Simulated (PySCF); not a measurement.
CH5ClF2Si2, SMILES F[SiH](C[SiH2]Cl)F (CAM-B3LYP/def2-SVP optimised geometry):

```
11

Si     0.294     1.012     0.000
F     -0.202     2.547     0.000
F     -0.231     0.372     1.386
C     -0.505     0.112    -1.407
Si    -0.755    -1.726    -1.162
Cl     1.054    -2.547    -0.559
H      1.767     1.012     0.000
H     -1.491     0.573    -1.594
H      0.101     0.273    -2.314
H     -1.149    -2.379    -2.435
H     -1.767    -1.998    -0.116
```

Level of theory: CAM-B3LYP/def2-TZVP run with PySCF 2.14.0.

Q: What are the frontier orbital energies and the dipole moment?

A: HOMO-2 -11.12 eV, HOMO-1 -10.47 eV, HOMO -10.39 eV, LUMO 0.96 eV, LUMO+1 1.46 eV; dipole moment 2.34 D.

On the same geometry PySCF with PBE/def2-TZVP gives HOMO-2 -8.25 eV, HOMO-1 -7.71 eV, HOMO -7.65 eV, LUMO -0.94 eV, LUMO+1 -0.39 eV; dipole moment 2.19 D.

Meta-Löwdin charges at CAM-B3LYP/def2-TZVP: Si1 1.35, F2 -0.50, F3 -0.50, C4 -0.76, Si5 0.74, Cl6 -0.32, H7 -0.12, H8 0.15, H9 0.15, H10 -0.10, H11 -0.10.
